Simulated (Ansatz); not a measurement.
gallium atom (Ga), doublet.

Ansatz (an electronic-structure program) was given this input:
Ansatz 0.2 input:
```yaml
crystal:
  periodic: [false, false, false]
  atoms:
    - {symbol: Ga, position_ang: [0.00000000, 0.00000000, 0.00000000]}
basis:
  gaussian:
    orbitals: 6-31G
hamiltonian:
  xc: hf
magnetization: {spin_polarized: true, initial_magnetization: 1}
```

### Question
What is the computed <S^2> (HF/6-31G (Ansatz))?

### Answer
0.750

### Question
Predict the total energy from HF/6-31G.

### Answer
-1922.8957 Eh

### Question
Estimate the number of basis functions that HF/6-31G returns for this input.

### Answer
29
